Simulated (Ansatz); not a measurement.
Geometry optimisation, Ansatz, UHF/def2-SVP.

The input (input.yaml):

```yaml
crystal:
  periodic: [false, false, false]
  atoms:
    - { symbol: Zr, position_ang: [0.0, 0.0, 0.0] }
    - { symbol: Cl, position_ang: [0.0, 0.0, 2.77] }
    - { symbol: Cl, position_ang: [2.3764, 0.0, -0.8392] }
    - { symbol: Cl, position_ang: [-1.1869, 2.0563, -0.8392] }
    - { symbol: Cl, position_ang: [-1.1869, -2.0563, -0.8392] }
    - { symbol: Cl, position_ang: [0.0, 0.0, 5.11] }
magnetization:
  spin_polarized: true
  initial_magnetization: 1
basis:
  gaussian: { orbitals: def2-SVP }
hamiltonian:
  xc: hf
relax:
  f_tol: 0.15
  max_steps: 25
  restrain:
    - { distance: [1, 5], at: 3.24, k: 30.0 }
    - { distance: [0, 1], at: 2.52, k: 30.0 }
```

Command:

```bash
$ ansatz run input.yaml --threads 4 --pin off --max-ram 5120MiB --backend cpu --events-out ev --progress --plain --runs-dir out
```

Q: Where does it end, and by what steps?

A: It converged. The restraints hold the end off the free minimum; the threshold counts their pulls, which the force column leaves out. Restrained pairs: Cl2–Cl6 (2.34 → 3.24 Å), Zr1–Cl2 (2.77 → 2.47 Å). After 4 steps the energy has fallen by 2.476 eV (the restraints' own energy left out); Cl6 moved furthest, 0.53 Å.

| step | energy less start (eV) | largest force component (eV/Å) | accepted |
| --- | --- | --- | --- |
| 0 | 0.0000 | 5.939 | yes |
| 1 | -1.4113 | 3.585 | yes |
| 2 | -2.3161 | 1.714 | yes |
| 3 | -2.4578 | 1.858 | yes |
| 4 | -2.4755 | 1.611 | yes |

```xyz
6
Properties=species:S:1:pos:R:3
Zr 0.001 0.000 -0.071
Cl 0.000 0.000 2.400
Cl 2.199 0.000 -0.870
Cl -1.098 1.904 -0.870
Cl -1.098 -1.904 -0.870
Cl 0.000 0.000 5.645
```

Time of the run: 17 s on 4 threads of Intel(R) Xeon(R) 6975P-C (Granite Rapids) (shared host), peak memory 0.52 GiB.
